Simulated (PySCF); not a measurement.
# How methods differ on the ionisation energy of Tm⁵⁷⁺

Tm⁵⁷⁺ [Ne] 3s2 (1S) → Tm⁵⁸⁺ [Ne] 3s1 (2S), as a difference of total energies. All numbers are calculated (PySCF 2.14, scalar relativity by spin-free X2C-1e, in an even-tempered Gaussian basis (17 s from 15 bohr⁻², ratio 2.5; 12 p from 20 bohr⁻², ratio 2.5; 4 d from 72 bohr⁻², ratio 2.7; 4 f from 110 bohr⁻², ratio 2.7)). Correlated levels: outer shells: 1s2 frozen; virtual orbitals above 40 to 60 times the deepest correlated orbital energy dropped. The calculations carry no spin-orbit coupling.

```json
{"method": "UHF", "ionisation energy (eV)": "5904.0"}
{"method": "MP2 (outer shells)", "ionisation energy (eV)": "5907.4"}
{"method": "SCS-MP2 (outer shells)", "ionisation energy (eV)": "5907.8"}
{"method": "CCSD (outer shells)", "ionisation energy (eV)": "5907.9"}
{"method": "CCSD(T) (outer shells)", "ionisation energy (eV)": "5907.9"}
```

How much does correlation contribute at CCSD(T) (outer shells)?

5907.9 − (5904.0) = 3.9 eV, measured against UHF.

Breit and QED terms and the two-electron picture change are absent.

For comparison: 5901 ± 6 eV (theoretical estimate listed by NIST; NIST Atomic Spectra Database, ionization energies).
